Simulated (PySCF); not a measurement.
ZrIH₃, SMILES [ZrH3][I], multiplicity 1.

The structure is a stationary point at B3LYP-D3(BJ)/def2-TZVP. The spin state was assumed, not searched. The structure was generated by enumeration; whether it is a known compound was not checked. The def2 effective core potentials stand for the cores of I, Zr; spin–orbit coupling is left out.

Two levels are set side by side: PBE/def2-TZVPD (PySCF) and r2SCAN/def2-TZVPD (PySCF). Same geometry, gas phase. Differences are taken from unrounded values.

```
quantity                     r2SCAN
---------------------------  ------
orbital gap (eV)               4.04
highest occupied level (eV)   -7.47
lowest empty level (eV)       -3.43
dipole moment (D)              0.29
mean polarisability (bohr³)    87.6
```

**Question.** What does PBE give, and how far is it from r2SCAN? (An estimate is asked for; the answer gives what the named calculation found.)

**Answer.** 
| quantity | PBE | PBE minus r2SCAN |
|---|---|---|
| orbital gap (eV) | 3.56 | -0.49 |
| highest occupied level (eV) | -7.18 | 0.30 |
| lowest empty level (eV) | -3.62 | -0.19 |
| dipole moment (D) | 0.11 | -0.18 |
| mean polarisability (bohr³) | 90.6 | 2.9 |

Rough cost on one machine, each run with all the roots and properties that it gave: r2SCAN against PBE about 3 times.
